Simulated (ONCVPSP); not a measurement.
# What one change does to a pseudopotential (arsenic, ONCV)

* Element: arsenic
* Generator: ONCVPSP 4.0.1
* Type: optimised norm-conserving Vanderbilt (ONCV)
* Functional: PBE
* Relativity: scalar-relativistic
* Frozen core: [Ne]
* Valence charge: 23
* Reference configuration: 3s2 3p6 3d10 4s2 4p1 (charge +2)
* Partial waves: 3s+4s: rc 0.85 bohr, ncon 5, nbas 9, qcut 12.5 1/bohr, 2 projectors; 3p+4p: rc 1.10 bohr, ncon 4, nbas 8, qcut 12.1 1/bohr, 2 projectors; 3d: rc 1.05 bohr, ncon 5, nbas 10, qcut 14.7 1/bohr, 2 projectors, debl 2.2 Ha; f scattering state at 0.05 Ha: rc 0.95 bohr, ncon 4, nbas 7, qcut 10.3 1/bohr, 2 projectors, debl 3.4 Ha
* Local potential: polynomial inside 0.55 bohr (lpopt 5, dvloc0 0 Ha)
* Core correction: Teter function fitted to the true core (icmod 2), fcfact 0.4

In the d channel the program set the typed energies aside and used -2.276, 0.250 Ha.

All-electron outer shells of the reference configuration (PBE, scalar-relativistic, ld1.x):

```tsv
shell	level (eV)	outermost node (bohr)	outermost maximum (bohr)
2s	-1508.22	0.06	0.17
2p	-1325.14	–	0.14
3s	-211.66	0.25	0.52
3p	-155.03	0.22	0.52
3d	-61.94	–	0.47
4s	-33.45	0.73	1.57
4p	-22.67	0.77	1.83
```

Change: p: qcut 11.2.

Cutoffs: the cutoffs (Ha) at which the residual kinetic energy of the hardest occupied pseudo-wave falls to 1 and 0.1 mHa per electron; they do not see the model core or the augmentation charge, which bear on the density cutoff. Errors are all-electron minus pseudo energies relative to the spin-unpolarised reference configuration.

Q: What does the change do?

A: The potential gets neither clearly harder nor softer (96 Ha and 279 Ha → 96 Ha and 279 Ha); of the 4 tests that both files solve, the error grows in 4 and shrinks in 0 by more than 15 % and 0.3 meV (median size 2.1 → 3.5 meV); neither file shows a bound ghost.

| quantity | base | changed |
| --- | --- | --- |
| cutoff, loose | 96 Ha | 96 Ha |
| cutoff, tight | 279 Ha | 279 Ha |
| loose cutoff by channel | s 77 Ha, p 57 Ha, d 96 Ha | s 77 Ha, p 53 Ha, d 96 Ha |
| bound ghosts | none | none |
| GHOST(+) flags under 300 eV | none | none |
| error for 3s2 3p6 3d10 4s2 4p3, meV [ΔE -27.07 eV] | +2.3 | +3.5 |
| error for 3s2 3p6 3d10 4s2 4p2, meV [ΔE -17.92 eV] | +1.6 | +2.3 |
| error for 3s2 3p6 3d10 4s2 4p0, meV [ΔE 27.70 eV] | -2.8 | -3.6 |
| error for 3s2 3p6 3d10 4s1 4p4, meV [ΔE -17.65 eV] | +2.0 | +3.8 |
| s: phases at 0.86 bohr within 0.05 rad from the reference energy up to (Ha; the scan ends near 5) | to the end of the scan | to the end of the scan |
| p: phases at 1.12 bohr within 0.05 rad from the reference energy up to (Ha; the scan ends near 5) | to the end of the scan | to the end of the scan |
| d: phases at 1.07 bohr within 0.05 rad from the reference energy up to (Ha; the scan ends near 5) | to the end of the scan | to the end of the scan |
| f: phases at 0.96 bohr within 0.05 rad from the reference energy up to (Ha; the scan ends near 5) | to the end of the scan | to the end of the scan |
| rms error of d²Exc/dni dnj with the model core, mHa | 1.59 | 1.60 |
